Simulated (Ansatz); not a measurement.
Frontier orbitals of C14H18Os (`CC[C@@]12[C@H]3[C@H]4[C@H]5[C@@H]1[Os]45321678[C@@H]2[C@H]1[C@H]6[C@@]7(CC)[C@@H]28`).

| atom | x (Å) | y (Å) | z (Å) |
| --- | --- | --- | --- |
| C1 | -2.035 | 2.152 | -3.334 |
| C2 | -1.121 | 1.060 | -2.790 |
| C3 | -0.884 | 1.201 | -1.324 |
| C4 | 0.132 | 1.994 | -0.701 |
| C5 | -0.056 | 1.947 | 0.714 |
| C6 | -1.196 | 1.129 | 0.977 |
| C7 | -1.705 | 0.672 | -0.277 |
| Os8 | 0.328 | -0.071 | -0.024 |
| C9 | 1.197 | -1.745 | -1.120 |
| C10 | 2.249 | -0.948 | -0.576 |
| C11 | 2.122 | -0.965 | 0.846 |
| C12 | 0.990 | -1.769 | 1.195 |
| C13 | 0.537 | -2.141 | 2.569 |
| C14 | 0.797 | -1.080 | 3.624 |
| C15 | 0.424 | -2.248 | -0.029 |
| H16 | -2.196 | 2.033 | -4.408 |
| H17 | -1.604 | 3.142 | -3.165 |
| H18 | -3.009 | 2.128 | -2.841 |
| H19 | -1.557 | 0.077 | -2.990 |
| H20 | -0.160 | 1.084 | -3.313 |
| H21 | 0.905 | 2.541 | -1.220 |
| H22 | 0.547 | 2.453 | 1.452 |
| H23 | -1.612 | 0.910 | 1.948 |
| H24 | -2.572 | 0.044 | -0.418 |
| H25 | 1.024 | -1.943 | -2.167 |
| H26 | 3.014 | -0.436 | -1.139 |
| H27 | 2.777 | -0.461 | 1.540 |
| H28 | -0.532 | -2.371 | 2.530 |
| H29 | 1.038 | -3.073 | 2.861 |
| H30 | 0.315 | -0.139 | 3.348 |
| H31 | 0.413 | -1.395 | 4.597 |
| H32 | 1.865 | -0.884 | 3.740 |
| H33 | -0.436 | -2.897 | -0.107 |

Total charge 0; spin multiplicity 1. Correlated methods include outer-core shells of Os, which these sets cover unevenly. Os takes the def2 core potential. All single points use the PBE0-D4/def2-TZVP geometry. It is one conformer, not always the lowest. Basis def2-TZVPP, the Gaussian-basis code of Ansatz.

```
 functional  HOMO (eV)  LUMO (eV)  gap (eV)
LDA (SPW92)      -4.72      -0.22      4.50
        PBE      -4.51       0.03      4.54
     revPBE      -4.43       0.13      4.56
       PBE0      -5.72       0.95      6.67
      B3LYP      -5.49       0.67      6.16
    r2SCANh      -5.17       0.73      5.90
  CAM-B3LYP      -7.00       1.69      8.69
    ωB97M-V      -8.00       2.16     10.16
```

A quarter of exact exchange (PBE0) shifts PBE's HOMO by −1.21 eV and its LUMO by +0.93 eV; full exchange at long range (ωB97M-V) shifts them by −3.49 and +2.13 eV. The gap opens from 4.54 to 10.16 eV, since occupied levels lose self-interaction and empty ones feel all the electrons. A positive LUMO is unbound and depends on the basis.

B3LYP here is the variant with VWN-RPA as its local correlation; programs differ in this.
